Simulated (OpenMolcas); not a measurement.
## Sb: from RASSCF to RASPT2

```
Program             : OpenMolcas 26.06
Basis               : ANO-RCC-VQZP [8s7p5d3f2g]
Scalar Hamiltonian  : DKH2, point nucleus
Active space        : 5 electrons in 9 orbitals (RAS2 5s 5p; RAS3 5d, at most 2 electrons)
State averaging     : 2S+1 = 4 odd, 1 root; 2S+1 = 2 odd, 8 roots; 2S+1 = 4 even, 3 roots; 2S+1 = 2 even, 5 roots (0 in the spin-orbit step)
Spin-orbit coupling : state interaction with AMFI integrals over the reference wave functions, term energies averaged over their components
```

Methods on the same reference wave functions:
A. RASSCF
B. SS-RASPT2, IPEA 0.25 Eh, imaginary shift 0.1 Eh (closed shells correlated: 4d)

Energies in eV above 5s2 5p3 4S* 3/2, the measured ground level; measured values from NIST Handbook of Basic Atomic Spectroscopic Data.

```csv
Level,A,B,Measured
5s2 5p3 4S* 3/2,0.0000,0.0000,0.0000
5s2 5p3 2D* 3/2,1.4646,1.118,1.0554
5s2 5p3 2D* 5/2,1.5965,1.246,1.2217
5s2 5p3 2P* 1/2,2.4638,2.125,2.0328
5s2 5p3 2P* 3/2,2.6368,2.303,2.2893
```

Deviations, from unrounded energies. A percentage is the sum of absolute deviations over the sum of measured energies, with the sign that they share, or ± where signs differ.

```tsv
Against measurement	Levels	A	B
mean absolute deviation (cm-1)	4	3200	390
other terms of the ground configuration (%)	4	+23.7	+2.9
```

B lies closest to measurement on these levels. The largest miss of B in the table is 5s2 5p3 2P* 1/2, by +750 cm-1. The ranking rests on the paired levels alone, and a cruder setting can come out closer through cancelling errors.

From A to B the spin-free energies of the other terms of 5s2 5p3 shown, above 4S*, scale by factors of 0.77 to 0.86.

The lowest spin-free term lies below A's lowest term by 0.486 hartree in B.

Some high roots are left out of the spin-orbit mixing, which shifts the levels that they would mix with. Active for correlation alone: 5d; no level in the range computed is led by a configuration that fills it, so any true level of that kind is missing. Computed and measured levels are paired by configuration, term and J; levels that our copy of the source lacks, or whose pairing is in doubt (as where it misses far off the trend of its configuration), stay unpaired and out of the deviations. Levels of configurations outside the active space are missing. Levels that lie high or do not pair safely by name in every column are left out.

* marks odd parity.
